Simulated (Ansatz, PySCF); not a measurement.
Gas-phase reaction (SMILES): ClC1(Cl)C[SiH2]C1 [3,3-dichlorosiletane] + 5 C (CH4) + [SiH4] (SiH4) → 2 CC (C2H6) [ethane] + 2 CCl (CH3Cl) + 2 C[SiH3] [methylsilane]; bond separation energy.

Each molecule is optimised on its own at B3LYP-D3(BJ)/def2-TZVP (Ansatz, a first-principles code), one conformer each, not searched for the lowest. Correlated levels leave the core frozen unless marked. No spin-orbit coupling. Non-relativistic. Basis-set limits of correlation are two-point, X^-3; Hartree-Fock from the larger set. The bracket is a focal-point correction in the basis named. Thermal terms are rigid-rotor harmonic-oscillator values from B3LYP-D3(BJ) frequencies (PySCF) at 298.15 K and 1 atm. 1 Eh = 627.5095 kcal/mol.

```csv
species,"E, RI-MP2/CBS(cc-pV(T+d)Z,cc-pV(Q+d)Z)+[CCSD(T)-MP2]/cc-pV(T+d)Z (Ansatz) (Eh)","E, PBE0-D4/def2-TZVPD (Ansatz + dftd4) (Eh)",H - E (Eh),G - E (Eh)
ClC1(Cl)C[SiH2]C1,-1326.37815,-1327.33217,0.08807,0.04844
C (CH4),-40.46125,-40.47492,0.04840,0.02728
CC (C2H6),-79.71807,-79.75255,0.07887,0.05302
CCl (CH3Cl),-499.62820,-499.93750,0.04161,0.01500
C[SiH3],-330.73641,-331.05339,0.06602,0.03705
[SiH4] (SiH4),-291.46100,-291.75741,0.03520,0.01198
```

Problem. Work out ΔE and ΔH, ΔG, ΔS and the equilibrium constant at 298.15 K at the first level, then ΔH at the second.

Solution. 
1. ΔE = [2×(-79.71807) + 2×(-499.62820) + 2×(-330.73641)] - [(-1326.37815) + 5×(-40.46125) + (-291.46100)] = -0.01996 Eh = -12.5 kcal/mol at RI-MP2/CBS(cc-pV(T+d)Z,cc-pV(Q+d)Z)+[CCSD(T)-MP2]/cc-pV(T+d)Z.
2. The terms H - E add up to 0.00773 Eh, so ΔH = (-0.01996 + (0.00773))×627.5095 = -7.7 kcal/mol.
3. The terms G - E add up to 0.01332 Eh, so ΔG = -4.2 kcal/mol, and ΔS = (0.00773 - (0.01332))×627509.5/298.15 = -11.8 cal/(mol K).
4. log10 K = -ΔG/(RT ln 10) = 3.1, with RT ln 10 = 1.3642 kcal/mol.
5. At PBE0-D4/def2-TZVPD the same steps give ΔE = -14.2 and ΔH = -9.4 kcal/mol, a shift of -1.7 from the first level.
6. These values are not checked against measurement here, since the tables used lack a sound gas-phase enthalpy of formation for at least one species.
